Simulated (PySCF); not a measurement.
**Sc⁺ (scandium, charge +1): UHF calculation**

Configuration: [Ar] 3d1 4s1, high-spin 3D determinant. All numbers are calculated (PySCF 2.14, no relativity, point nucleus, in aug-cc-pVDZ (7s6p4d2f, 59 functions)).

| Item | Value |
| --- | --- |
| Total energy | -759.540755 hartree |
| One-electron energy | -1034.8373 hartree |
| Hartree (Coulomb) energy | 313.2408 hartree |
| Exchange energy | -37.9442 hartree |
| Kinetic energy | 759.46092 hartree |
| ⟨S²⟩ | 2.0014 |
| ⟨L²⟩ | 6.017 |
| Sum of ⟨r⟩ | 17.00 bohr |
| Sum of ⟨r²⟩ | 30.50 bohr² |
| Traceless quadrupole moment −½Σ⟨3z² − r²⟩ along its main axis | 0.687 e·bohr² |
| Density at the nucleus (Gaussians lack the cusp) | 6140 bohr⁻³ |
| Spin density at the nucleus | 2.44 bohr⁻³ |
| Langevin diamagnetic susceptibility | -24.2 ×10⁻⁶ cm³/mol |
| Time after the integrals | 0.37 s of wall time on 1 thread of Neoverse-V1 (shared host) |

| shell | electrons | mean orbital energy (hartree) | spread (hartree) | rms radius, mean of both spins (bohr) |
| --- | --- | --- | --- | --- |
| 1s α | 1 | -166.16461 | 0 | 0.0852 |
| 1s β | 1 | -166.16178 | 0 | 0.0852 |
| 2s α | 1 | -19.34900 | 0 | 0.373 |
| 2s β | 1 | -19.33079 | 0 | 0.373 |
| 2p α | 3 | -15.93628 | 0.00284 | 0.341 |
| 2p β | 3 | -15.92103 | 0.01905 | 0.341 |
| 3s α | 1 | -2.85383 | 0 | 1.16 |
| 3s β | 1 | -2.78571 | 0 | 1.16 |
| 3p α | 3 | -1.86581 | 0.03728 | 1.27 |
| 3p β | 3 | -1.79052 | 0.05629 | 1.27 |
| 3d α | 1 | -0.60788 | 0 | 1.84 |
| 4s α | 1 | -0.44966 | 0 | 3.70 |
